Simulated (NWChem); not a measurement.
CH2AlNO; SMILES C(=[N][AlH2])=O

```xyz
6

Al     0.0000     0.0000     1.7257
H      0.0000     1.3990     2.4576
H      0.0000    -1.3990     2.4576
N      0.0000     0.0000    -0.0561
C      0.0000     0.0000    -1.2580
O      0.0000     0.0000    -2.4260
```
Atoms are numbered in this order, from 1.

All runs use the structure optimised with PBE0/def2-SVP.

Symmetry labels are those of C2v in the frame above (b1 and b2, or b-type labels, depend on it).

Question: List the 4 lowest vertical singlet excitations from CAM-B3LYP/def2-SVPD, TDA (NWChem).

Answer: 
| state | energy (eV) | oscillator strength | symmetry | leading excitation (squared amplitude) |
|---|---|---|---|---|
| S1 | 5.31 | 0.000 | a2 | HOMO → LUMO (0.95) |
| S2 | 6.42 | 0.000 | a2 | HOMO−2 → LUMO (0.91) |
| S3 | 6.52 | 0.107 | a1 | HOMO−1 → LUMO (0.85) |
| S4 | 7.27 | 0.002 | b2 | HOMO → LUMO+1 (0.76) |
